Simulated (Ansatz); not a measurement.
Ansatz (a first-principles code) input:

Ansatz 0.2 input:
```yaml
crystal:
  periodic: [false, false, false]
  atoms:
    - {symbol: P, position_ang: [-0.06749770, -0.08696972, -0.56484595]}
    - {symbol: O, position_ang: [0.05549852, 0.13697337, 0.97144688]}
    - {symbol: H, position_ang: [1.31307843, 0.16633008, -0.82689104]}
    - {symbol: H, position_ang: [-0.74460107, 0.04242879, 1.52800534]}
basis:
  gaussian:
    orbitals: def2-TZVPD
hamiltonian:
  xc: {name: r2SCANh}
total_charge: 1
output: {forces: true}
```

### Question
Which total energy does the run end on?

### Answer
-417.41306 Eh (r2SCANh/def2-TZVPD). The basis has 101 functions.

It need not be the lowest isomer of its formula.
